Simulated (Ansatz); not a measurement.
`CC[Te][SiH3]` → `CC[TeH]` + `[SiH2]` at 500 K and 1 bar (silylene loss).

Gas-phase electronic energies from Ansatz, PBE0-D4/def2-TZVP geometries. CCSD(T)/CBS adds triple-zeta CCSD(T) − MP2 to the extrapolated MP2 energy (def2 sets, frozen cores). This one scheme is used for every species. Elements past krypton have def2 core potentials. For Te outer-core shells are correlated without core-valence functions, which leaves a few kJ/mol of doubt a bond. One conformer a species, not always the lowest.

```tsv
species	CCSD(T)/CBS energy (Eh)	H − E (kJ/mol)	S (J/(mol·K))
`CC[Te][SiH3]`	-637.73763	286.7	443.5
`CC[TeH]`	-347.43450	223.2	358.5
`[SiH2]`	-290.19011	48.0	226.5
```

H − E and S are ideal-gas, rigid-rotor, harmonic terms from PBE0-D4/def2-TZVP, for one conformer and one mirror image of each species. 1 Eh = 2625.50 kJ/mol, R = 8.31446 J/(mol·K).

Task: By hand: ΔE, ΔH, ΔS and ΔG.

Result: ΔE = (-347.43450) + (-290.19011) − (-637.73763) = 0.11302 Eh = 296.7 kJ/mol. Δ(H − E) = 223.2 + 48.0 − 286.7 = -15.5, so ΔH = 281.2 kJ/mol. ΔS = 358.5 + 226.5 − 443.5 = 141.5 J/(mol·K). ΔG = 281.2 − 500 × (141.5)/1000 = 210.4 kJ/mol.

Task: By hand: the equilibrium constant, and the temperature at which ΔG would vanish if ΔH and ΔS stayed fixed.

Result: log₁₀ K = −ΔG/(RT ln 10) = -22.0. ΔG = 0 at ΔH/ΔS = 1987 K.

The number of gas molecules changes by +1, which sets the sign of ΔS. A doubt of 5 kJ/mol in ΔE shifts log₁₀ K by 0.5 here. Other conformers and mirror images would add mixing entropy, several J/(mol·K) or more a flexible species. Modes under 60 cm⁻¹, often nearly free rotors, make the harmonic entropy too high. These are equilibria of isolated gas molecules and say nothing of rates. Largest T1 diagnostic: 0.014 (customary marks: 0.02 for closed shells, 0.045 for open ones).
